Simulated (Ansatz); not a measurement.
Reaction (ligand exchange at a Ga–C bond): `C#[C][Ga]([Cl])[Cl]` + `CC(C)N` → `CC(C)[NH][Ga]([Cl])[Cl]` + `C#C`

Computed with Ansatz on PBE0-D4/def2-TZVP structures; ΔE is electronic, products minus reactants. CCSD(T)/CBS adds triple-zeta CCSD(T) − MP2 to the extrapolated MP2 energy (def2 sets, frozen cores). This one scheme is used for every species. DFT in def2-TZVPP. HSE06 is defined as in plane-wave codes. For Ga outer-core shells are correlated without core-valence functions, which leaves a few kJ/mol of doubt a bond. Scalar relativity is left out up to krypton. Each species was taken in one conformer, which may not be the lowest.

```tsv
level	ΔE (kcal/mol)
BLYP-D4	-4.3
HSE06-D4	-2.6
revPBE	-0.8
HSE06	-1.5
```

Question: What does CCSD(T)/CBS give? (Best estimate.)

Answer: Computed: -4.0 kcal/mol. The listed levels differ from it by -0.3, 1.4, 3.2, 2.5 kcal/mol.

Question: What do rigid-rotor, harmonic-oscillator terms from PBE0-D4/def2-TZVP frequencies (298.15 K, 1 bar) make of the CCSD(T)/CBS value? (Estimate.)

Answer: Ansatz gave: ΔZPE = -1.3 kcal/mol, ΔH = -4.8 kcal/mol, ΔS = -13 J/(mol·K), ΔG = -3.9 kcal/mol. Modes under 50 cm⁻¹ make the entropy rough.

Largest T1 diagnostic among the species: 0.013.

The D4 term adds −1.9 kcal/mol with B3LYP and −1.2 kcal/mol with PBE0; it sums over pairs of atoms, weighted by their polarisabilities, and B3LYP, whose exchange is more repulsive, gets the larger term. Leaving LDA and LC-ωPBE aside and taking each functional with its dispersion term where it has one, the values, not all of them listed here, spread over 2.5 kcal/mol, from BLYP-D4 to B97M-V. LDA lies −2.5 kcal/mol from PBE without D4. At CCSD(T), def2-SVP lies −0.9 kcal/mol from the extrapolated value and def2-TZVPP +0.9 kcal/mol.

B3LYP here is the variant with VWN-RPA as its local correlation; programs differ in this.
